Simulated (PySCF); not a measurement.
Cd(I)(SiMe3), SMILES C[Si](C)(C)[Cd][I], GFN2-xTB optimised geometry.

```
15

Cd    -1.50     2.30     0.00
I     -0.69     4.01    -2.03
Si    -0.83    -0.14     0.00
C     -1.43    -0.83    -1.69
C     -1.45    -1.29     1.40
C      1.10    -0.14     0.00
H     -0.99    -1.80    -1.91
H     -2.51    -0.95    -1.71
H     -1.16    -0.16    -2.51
H     -2.53    -1.34     1.42
H     -1.12    -0.95     2.38
H     -1.07    -2.30     1.26
H      1.50     0.14     0.97
H      1.49     0.57    -0.73
H      1.50    -1.12    -0.25
```

Density from B3LYP/def2-TZVP, def2 effective core potentials past Kr (PySCF) at that geometry. The core electrons that the potentials of Cd, I replace are not part of the density.

Minimum of the electron density along straight lines between bonded atoms, close to the bond critical point (lines longer than 1.1 times the sum of covalent radii, or with two minima, are not listed):

```tsv
bond	length / Å	ρ at the minimum / e bohr⁻³	∇²ρ there / e bohr⁻⁵	position (fraction from the first atom)
Cd1–I2	2.774	0.050	0.09	0.46
Cd1–Si3	2.526	0.065	-0.02	0.52
Si3–C4	1.925	0.114	0.10	0.39
Si3–C5	1.917	0.115	0.11	0.39
Si3–C6	1.925	0.114	0.10	0.39
C4–H7	1.086	0.276	-0.92	0.64
C4–H8	1.088	0.275	-0.92	0.64
C4–H9	1.090	0.275	-0.92	0.64
C5–H10	1.086	0.277	-0.93	0.64
C5–H11	1.086	0.277	-0.93	0.64
C5–H12	1.087	0.276	-0.92	0.64
C6–H13	1.088	0.275	-0.92	0.64
C6–H14	1.090	0.275	-0.92	0.64
C6–H15	1.086	0.276	-0.92	0.64
```
